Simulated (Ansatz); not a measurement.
Mulliken charges of `[O]=[Mo]([F])([F])([F])[F]` from B3LYP/def2-TZVPP in Ansatz (PBE0-D4/def2-TZVP geometry).

```json
{"atom": "O1", "x (Å)": "1.380", "y (Å)": "-0.508", "z (Å)": "-1.014", "charge (e)": "-0.402"}
{"atom": "Mo2", "x (Å)": "0.089", "y (Å)": "-0.040", "z (Å)": "-0.068", "charge (e)": "1.738"}
{"atom": "F3", "x (Å)": "-0.381", "y (Å)": "-1.732", "z (Å)": "0.361", "charge (e)": "-0.307"}
{"atom": "F4", "x (Å)": "-0.767", "y (Å)": "0.805", "z (Å)": "-1.417", "charge (e)": "-0.307"}
{"atom": "F5", "x (Å)": "1.106", "y (Å)": "0.919", "z (Å)": "1.078", "charge (e)": "-0.307"}
{"atom": "F6", "x (Å)": "-1.384", "y (Å)": "0.493", "z (Å)": "1.015", "charge (e)": "-0.416"}
```

Q: By hand: the dipole of these point charges (1 e Å = 4.8032 D).

A: Σ q r = (0.189, -0.068, -0.140) e Å, of length 0.245 e Å = 1.18 D.

Q: How does the dipole of the full density compare? (Estimate.)

A: The calculation gave: (0.176, -0.063, -0.130) e Å, 1.09 D; the point charges give 1.08 times that, at 0° from its direction.

Point charges leave out the atoms' own dipoles, such as those of lone pairs, and Mulliken's split depends on the basis, so the close match here is no proof of good charges.

B3LYP here is the variant with VWN-RPA as its local correlation; programs differ in this.
